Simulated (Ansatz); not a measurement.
System: sum formula H$_{5}$SiN$_{2}$O$_{2}$, charge 0, multiplicity 2. It need not be the lowest isomer of its formula. SMILES: [NH][Si](N)(O)O
Geometry from a B3LYP-D3(BJ)/def2-TZVP (Ansatz, a program for electronic structure) optimisation:
```xyz
10

N     -0.8426     0.3861     1.4885
Si    -0.0151    -0.0103     0.0120
N      1.6054    -0.1575     0.4894
O     -0.3990    -1.3878    -0.7948
O     -0.3993     1.1896    -1.0538
H     -1.6816    -0.1501     1.7093
H      2.2540    -0.7818     0.0418
H      1.9556     0.2468     1.3403
H     -0.9683    -1.2813    -1.5615
H     -0.3014     2.0970    -0.7544
```
Charge 0, spin multiplicity 2.

Wanted: atomisation energy (electronic, to ground-state atoms), in kcal/mol. Valence correlation only, unless marked. Open shells are spin-unrestricted. Spin-orbit coupling is left out. No relativistic terms. The coupled-cluster limit lacks core correlation, which all-electron functionals hold. CBS(X,Y): correlation extrapolated as X^-3; Hartree-Fock from the larger set.

```
level                                        program  atomisation energy (kcal/mol)
------------------------------------  --------------  -----------------------------
BLYP/def2-TZVPD                               Ansatz                              ?
PBE0-D3(BJ)/def2-TZVP                 Ansatz + dftd3                          878.3
PBE0-D4/def2-TZVP                     Ansatz + dftd4                          878.4
PBE0/def2-QZVPP                               Ansatz                              ?
BHLYP-D4/def2-TZVPD                   Ansatz + dftd4                          853.1
CAM-B3LYP-D4/def2-TZVPD               Ansatz + dftd4                          895.5
LC-wPBE-D4/def2-TZVPD                 Ansatz + dftd4                              ?
B2GP-PLYP/def2-TZVPD                          Ansatz                              ?
RPA@PBE/cc-pV(T+d)Z                           Ansatz                          822.8
SCS-MP2/cc-pV(T+d)Z                           Ansatz                          874.4
CCSD(T)/CBS(cc-pV(T+d)Z,cc-pV(Q+d)Z)          Ansatz                          892.0
```

Task: Fill in the missing entries.

Result: 
- BLYP/def2-TZVPD, atomisation energy (kcal/mol): 884.8
- PBE0/def2-QZVPP, atomisation energy (kcal/mol): 880.2
- LC-wPBE-D4/def2-TZVPD, atomisation energy (kcal/mol): 888.3
- B2GP-PLYP/def2-TZVPD, atomisation energy (kcal/mol): 872.1
